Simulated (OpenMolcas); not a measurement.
Ru3+ with 6 ligands (fluoride) in octahedral coordination (Oh) at 1.99 Å. A charge of +0.5 e stands 2.6 Å behind each ligand. Ligand basis ANO-RCC-VDZP.

```
Program             : OpenMolcas
Method              : CASSCF
Basis               : ANO-RCC-VDZP [6s5p3d1f]
Scalar Hamiltonian  : DKH2, point nucleus
Active space        : 5 electrons in 5 orbitals (4d)
State averaging     : 2S+1 = 6 even, 1 root; 2S+1 = 4 even, 24 roots; 2S+1 = 2 even, 75 roots
Spin-orbit coupling : state interaction with AMFI integrals over the reference wave functions
```

Question: What is the spin-free ground state (labels of O, the rotations of Oh)?

Answer: 2T2, 3-fold in its orbital part; d5 allows 2S+1 = 6, so this is a state of lower spin.

Question: Where is the first state of the same spin?

Answer: 2T1 at 18100 cm-1 above the ground state.

Question: What are the lowest two levels with spin-orbit coupling?

Answer: A 2-fold level Γ7 with g = 2.21, 2.21, 2.21, then a 4-fold level Γ8 2034 cm-1 above it. Their leading multiplicities are 2 (93 %) and 2 (88 %).

Question: What is χT at 300 K, and how does it compare with the textbook value?

Answer: The lowest level has 2S+1 = 2, for which the spin-only value is χT = S(S+1) / 2 = 0.375 cm3 K/mol (g = 2). The computed 0.664 at 300 K differs by +0.289, through orbital momentum, spin-orbit coupling and any other state in reach. With a threefold ground state the orbital momentum is unquenched, so the spin-only value is not expected to hold.

Question: Which ligand-field parameters describe the states?

Answer: A least-squares ligand-field fit to the states below 45000 cm-1, each weighted by its degeneracy and with a free common offset, gives 10Dq = 21934 cm-1, B = 790 cm-1 and C = 3229 cm-1 (C/B = 4.09), with an rms deviation of 235 cm-1. The same method and metal basis give the free ion B = 902 cm-1 (fit to its terms below 60000 cm-1, rms deviation 29 cm-1), so the nephelauxetic ratio is β = 790 / 902 = 0.88; it hangs on how both fits weigh the states, and computed free-ion B values tend to be too large, so β mixes covalency with correlation.

An orbital triplet at a regular site is open to Jahn-Teller coupling, which can distort the site and quench the lowest spin-orbit gaps and is left out. Without dynamic correlation the repulsion within the d shell is too large (B by tens of per cent), so at a given field states of lower spin stand too high. This shell can be high or low spin here, a state of another spin lies low, and with metal d orbitals alone active their balance is uncertain, so the ground spin may be wrong, although the usual error favours high spin. The least metal-like active orbital is 82 % on the metal (Löwdin) and no ligand orbital is active, so the numbers are rough. With metal d orbitals alone the field can be off either way by tens of per cent. Ligand-to-metal charge-transfer states are missing. With no ligand orbital active B as a rule stays too high, so bands that hang on it stand too high and its fall with covalency is understated. No measured value stands beside these numbers; the geometry was imposed, not optimised, and the real ion may take another.
